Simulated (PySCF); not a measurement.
# ORD: C3H9BFP

Geometry:
```tsv
atom	x (Å)	y (Å)	z (Å)
C1	1.970	0.869	-0.025
C2	1.349	-0.469	0.149
C3	0.279	-0.915	-0.518
B4	-0.374	-2.289	-0.289
F5	-1.490	-2.585	-0.938
P6	-1.905	1.675	0.318
H7	1.981	1.398	0.928
H8	3.005	0.762	-0.350
H9	1.423	1.464	-0.753
H10	1.821	-1.110	0.884
H11	-0.160	-0.242	-1.249
H12	0.034	-3.112	0.444
H13	-2.962	2.280	-0.349
H14	-2.462	0.414	0.175
H15	-2.513	1.867	1.551
```

Theory: TDDFT CAM-B3LYP/aug-cc-pVDZ circular dichroism and optical rotation, one conformer, gas phase (PySCF). Geometry: GFN2-xTB.

The bonding changed while the geometry was optimised; results refer to the coordinates, not to the name. The molecule is flexible and this is one conformer; a measurement averages over conformers.

Stereocentres: B4 R.

Give the optical rotatory dispersion at 633, 589.3, 546, 436, 405, 365, 355 nm.

[α] in deg dm⁻¹ (g/mL)⁻¹:
```tsv
λ (nm)	origin-invariant length gauge	modified velocity gauge	length gauge (centre of mass)	isotropic polarisability (au)
633	-28.8	-23.3	-29.8	85.7
589.3	-33.9	-27.4	-35.0	86.2
546	-40.4	-32.8	-41.8	86.8
436	-70.2	-57.5	-72.5	89.3
405	-85.0	-69.9	-87.8	90.4
365	-112.8	-93.2	-116.5	92.6
355	-122.0	-101.0	-126.0	93.3
```

And for the mirror image at 589.3 nm?

+33.9 deg dm⁻¹ (g/mL)⁻¹ (origin-invariant length gauge): the same size and the opposite sign.

What is the molar rotation [Φ] = [α]·M/100 of the geometry above at 589.3 nm?

With M = 105.89 g/mol, -35.9 deg cm² dmol⁻¹ (origin-invariant length gauge).

The first excitation lies at 5.78 eV (214 nm) with R = +26.4 × 10⁻⁴⁰ esu² cm² (velocity form).
